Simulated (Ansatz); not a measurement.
Species: HF$_{3}$Sn, SMILES `[F][SnH]([F])[F]` (charge 0, multiplicity 1).

### Question
Give a relaxed geometry from PBE0-D3(BJ)/def2-TZVP (Ansatz, a first-principles code).

### Answer
the end point of this relaxation (outside a Z-matrix the atoms follow the SMILES, hydrogens last).
Cartesian coordinates (Å) in one orientation:
```xyz
5

F     -1.447    -1.042    -0.480
Sn     0.013     0.000     0.118
F     -0.280     1.719    -0.614
F      1.513    -0.679    -0.813
H      0.201     0.002     1.789
```
